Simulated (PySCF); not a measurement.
Input of a run (PBE0-D3(BJ)/def2-SVP geometry optimisation, gas phase (PySCF 2.14.0)), started from a GFN2-xTB structure with every atom displaced at random (by about 0.01 Å):
```
{"job": {"xc": "PBE0", "basis": "def2-SVP", "d3": "d3bj", "grid": 1, "shake": 0.01, "kind": "geom"}, "charge": 0, "multiplicity": 1}
N      2.097950     0.426670     2.373990
C      1.551690     0.424240     1.349640
C      0.905530     0.405700     0.068720
C      0.378100     1.698380    -0.494190
C     -0.867200     1.178760    -0.705740
C     -0.510720    -0.189540    -0.179580
C     -1.343330    -0.811520     0.902930
F     -2.513030    -1.240220     0.412070
F     -0.763100    -1.859880     1.496680
F     -1.644940     0.054830     1.892470
C      0.174020    -1.103930    -1.169560
C      1.397950    -0.589570    -0.966900
H      0.790580     2.651270    -0.674630
H     -1.804040     1.545390    -1.099640
H     -0.238790    -1.859740    -1.822520
H      2.370260    -0.733210    -1.373020
```

Output (energies in Eh, forces in Eh/bohr):
```
step   0  E = -660.22883029  max force = 0.055596
step   1  E = -660.23273241  max force = 0.014955
step   2  E = -660.23408379  max force = 0.006021
step   3  E = -660.23453373  max force = 0.001889
step   4  E = -660.23458593  max force = 0.001111
step   5  E = -660.23460764  max force = 0.000935
step   6  E = -660.23461632  max force = 0.000433
optimisation converged
```

Q: Summarise the run.

A: The energy falls by 15.2 kJ/mol over 7 energy and gradient evaluations, the largest force component goes from 0.0556 to 4.3e-04 Eh/bohr, and the atoms move by 0.044 Å rms after alignment. The bond that changes most is C4–H13 (alkene CH carbon to vinylic hydrogen), which lengthens by 0.037 Å. Bonds longer at the end by more than 0.005 Å: 11 of 17; shorter: 4. Among the angles that change most is C3–C4–H13, from 134.7° to 130.5°. The energy never rose by more than 1e-6 Eh on the way. The first step brought 67 % of the lowering.

Q: What are the final bond lengths?

A: N1≡C2 1.158 Å, C2–C3 1.445 Å, C3–C4 1.530 Å, C4=C5 1.337 Å, C5–C6 1.521 Å, C6–C7 1.508 Å, C7–F8 1.340 Å, C7–F9 1.331 Å, C7–F10 1.331 Å, C6–C11 1.521 Å, C11=C12 1.337 Å, C3–C6 1.573 Å, C3–C12 1.530 Å, C4–H13 1.091 Å, C5–H14 1.091 Å, C11–H15 1.091 Å, C12–H16 1.091 Å. Numbering counts from 1 in the input's order; the species is `N#C[C@]12C=C[C@@]1(C(F)(F)F)C=C2`.

The run used 188 basis functions and 54 SCF cycles in all.

PBE0-D3(BJ)/def2-SVP frequencies: not computed here.

Conformer computed: `[N:1]#[C:2][C@:3]12[CH:4]=[CH:5][C@@:6]1([C:7]([F:8])([F:9])[F:10])[CH:11]=[CH:12]2`: C5–C6–C7–F8 75°.
